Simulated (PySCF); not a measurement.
This PySCF input asks for the NMR shieldings of SMILES [Cl][Al-]([O+](CC)CC)([Cl])[Cl], C$_{4}$H$_{10}$AlCl$_{3}$O; the geometry comes from PBE0-D3(BJ)/def2-SVP.

```python
import basis_set_exchange as bse
import numpy as np
from pyscf import gto, dft
from pyscf.prop import nmr

atoms = """
C     2.119032   -0.200313   -0.757405
C     1.297112   -0.848215    0.327156
O    -0.024035   -0.265442    0.408669
C    -1.048244   -0.873945   -0.412485
C    -1.732831   -1.998804    0.317426
Al   -0.390126    1.453546    1.155582
Cl    1.362009    1.821634    2.284827
Cl   -0.649772    2.624344   -0.591309
Cl   -2.169812    1.115104    2.249423
H     3.100548   -0.693712   -0.816755
H     2.284358    0.863084   -0.533329
H     1.636054   -0.280312   -1.742425
H     1.746142   -0.698047    1.317362
H     1.159097   -1.927834    0.168231
H    -0.569674   -1.195740   -1.350060
H    -1.746091   -0.063280   -0.666471
H    -1.031835   -2.805799    0.578051
H    -2.518593   -2.426745   -0.322461
H    -2.198606   -1.618700    1.237290
"""
names = dict.fromkeys(["C", "O", "Al", "Cl", "H"], "pcSseg-1")
basis = {el: gto.basis.parse(bse.get_basis(n, elements=[el], fmt="nwchem")) for el, n in names.items()}
mol = gto.M(atom=atoms, basis=basis, charge=0, verbose=0)
mf = dft.RKS(mol, xc="B3LYP")
mf.grids.level = 2
mf.grids.alignment = dft.numint.BLKSIZE   # the property module wants whole blocks of grid points
mf.conv_tol = 1e-9
mf.kernel()

calc = nmr.RKS(mf)   # GIAO
C = mf.mo_coeff
Co = C[:, mf.mo_occ > 0]
resp = mf.gen_response(singlet=True, hermi=2)
def vind(x):   # induced exchange potential for any number of trial vectors
    d = np.einsum("pi,xij,qj->xpq", C, 2 * x.reshape(-1, C.shape[1], Co.shape[1]), Co, optimize=True)
    return np.einsum("xpq,pi,qj->xij", resp(d - d.transpose(0, 2, 1)), C, Co, optimize=True).ravel()
mo1, _ = nmr.rhf.solve_mo1(calc, with_cphf=vind)
sigma = calc.kernel(mo1)
for i, s in enumerate(sigma):   # ppm
    print("%2d %-2s %9.2f" % (i, mol.atom_pure_symbol(i), np.trace(s) / 3))
```

Question: Give the expected output.

Answer: 
```
 0 C     164.72
 1 C     107.83
 2 O     269.16
 3 C     108.96
 4 C     164.99
 5 Al    449.86
 6 Cl    950.58
 7 Cl    938.25
 8 Cl    940.39
 9 H      30.52
10 H      29.45
11 H      29.99
12 H      26.66
13 H      27.89
14 H      27.90
15 H      26.96
16 H      30.04
17 H      30.48
18 H      29.26
```

These numbers come from an equivalent density-fitted implementation of the same equations, which agrees with the script to about 0.01 ppm for H and up to a few tenths of a ppm for heavy atoms, so last digits may differ.

Question: Turn these shieldings into chemical shifts. δ = σ(ref) − σ, references computed at the same level: TMS for 13C (σref 179.24), 1H (σref 31.38); H2O for 17O (σref 334.04); 27Al (σref 484.83) against AlH4-; 35Cl (σref 930.46) vs HCl.

Answer: Averaging equivalent atoms: C 1/3: 70.8; C 0/4: 14.4; O 2: 64.9; Al 5: 35.0; Cl 6/7/8: -13; H 12/13/14/15: 4.03; H 9/10/11/16/17/18: 1.43 ppm. Experimental scales use liquid or dissolved standards, which lie at an offset from isolated H2O (liquid H2O: subtract about 36 ppm).

Size and cost of the density-fitted run: 231 basis functions, 59 s wall time on 1 thread of an Arm Neoverse V1, shared host.
